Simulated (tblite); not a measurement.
Species: C6H9NOSi.
SMILES: `N#C[C@@H]1[C@@H]2C[SiH2][C@H]1CO2`

Level: GFN2-xTB in tblite, geometry and Hessian alike; calculated harmonic values, unscaled, isolated species. This tight-binding method is rough: wavenumbers can miss measured ones by several per cent, in bad cases by 10 to 20. Modes of hydrogen on silicon can be 10 to 20 % off.

Harmonic wavenumbers (cm⁻¹): 114.7, 136.4, 139.9, 277.6, 339.6, 350.7, 446.3, 480.8, 496.5, 520.1, 556.5, 625.3, 634.9, 702.9, 742.3, 760.4, 798.5, 817.2, 902.4, 920.4, 962.6, 988.6, 1022.9, 1051.2, 1069.0, 1079.3, 1097.5, 1130.9, 1168.4, 1189.3, 1206.4, 1220.5, 1251.1, 1284.9, 1291.5, 1310.7, 1454.8, 1510.9, 2293.1, 2318.0, 2400.6, 2866.6, 2912.1, 2941.0, 2950.7, 2994.7, 3014.3, 3016.9.

A = 2158, B = 1410, C = 1219 MHz; mass 139.045 u (most abundant isotopes); point group C1, symmetry number 1.

Question: What is the zero-point energy?

Answer: Half the sum of the wavenumbers: 29881 cm⁻¹ = 357.46 kJ/mol.

Question: Entropy at 350 K, 1 bar (ideal gas, RRHO, classical rotation)?

Answer: Translation 173.73, rotation 122.71, vibration 101.23: S = 397.7 J/(mol K).

Question: And Cp and H(350 K) − H(0)?

Answer: Cp = 173.13 J/(mol K), of which vibrations give 139.87 (their classical limit is 48 R = 399.1); H(350 K) − H(0) = 32.88 kJ/mol without the zero-point energy, 21.24 from vibrations.

Question: Blend soft modes into free rotors: weight 1/[1 + (100 cm⁻¹/ν̃)⁴] for the oscillator and the rest for a rotor with moment μB/(μ + B), μ = h/(8π²ν), B = 10⁻⁴⁴ kg m². What vibrational entropy results?

Answer: 99.54 J/(mol K) in place of 101.23, which changes −T·S at 350 K by +0.59 kJ/mol.

Question: What must be added to the electronic energy to get the Gibbs energy at 350 K and 1 bar?

Answer: ZPE + [H(350 K) − H(0)] − T·S = 357.46 + 32.88 − 139.19 = 251.15 kJ/mol.

Hindered rotation and anharmonicity are outside this model. The structure is chiral; the term R ln 2 for an equal mix with its mirror image is left out.

The run took 1.2 s on Arm Neoverse N1, one thread, on a shared host. This covers the Hessian and the dipole derivatives.
